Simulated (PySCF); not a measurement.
C3H7Si, SMILES C1C[SiH]C1, multiplicity 2.

Geometry optimised at PBE-D3(BJ)/def2-SVP. The isomer is the one that the SMILES or the coordinates give; other isomers of the formula were not compared.

Method: PBE-D3(BJ)/def2-SVP run with PySCF 2.14.0.

Frequencies are harmonic and unscaled.

Q: List the normal modes with their intensities. (Estimate from the structure and the level; the computed values follow.)

A: 
| mode | ν (cm⁻¹) | IR (km/mol) | moving atoms (share of kinetic energy) |
|---|---|---|---|
| 1 | 159 | 0.2 | H 58 %, C 37 % |
| 2 | 401 | 5.3 | H 55 %, C 29 %, Si 16 % |
| 3 | 530 | 2.4 | H 95 % |
| 4 | 568 | 15.0 | H 49 %, Si 36 %, C 14 % |
| 5 | 610 | 12.9 | C 55 %, Si 24 %, H 21 % |
| 6 | 650 | 12.9 | H 56 %, C 34 %, Si 10 % |
| 7 | 762 | 44.5 | H 78 %, C 15 % |
| 8 | 772 | 9.7 | H 57 %, C 41 % |
| 9 | 866 | 19.3 | H 57 %, C 38 % |
| 10 | 902 | 9.3 | C 54 %, H 44 % |
| 11 | 936 | 6.6 | H 99 % |
| 12 | 945 | 2.1 | C 77 %, H 23 % |
| 13 | 1003 | 0.3 | H 82 %, C 18 % |
| 14 | 1083 | 6.6 | H 60 %, C 40 % |
| 15 | 1150 | 1.5 | H 70 %, C 29 % |
| 16 | 1175 | 0.1 | H 78 %, C 22 % |
| 17 | 1232 | 0.0 | H 81 %, C 19 % |
| 18 | 1362 | 5.6 | H 91 %, C 9 % |
| 19 | 1380 | 4.9 | H 92 % |
| 20 | 1406 | 0.8 | H 90 %, C 10 % |
| 21 | 2052 | 155.7 | H 97 % |
| 22 | 2944 | 38.3 | H 94 % |
| 23 | 3007 | 3.8 | H 94 % |
| 24 | 3007 | 18.0 | H 95 % |
| 25 | 3026 | 12.0 | H 91 %, C 9 % |
| 26 | 3080 | 8.6 | H 90 %, C 10 % |
| 27 | 3080 | 5.7 | H 90 %, C 10 % |
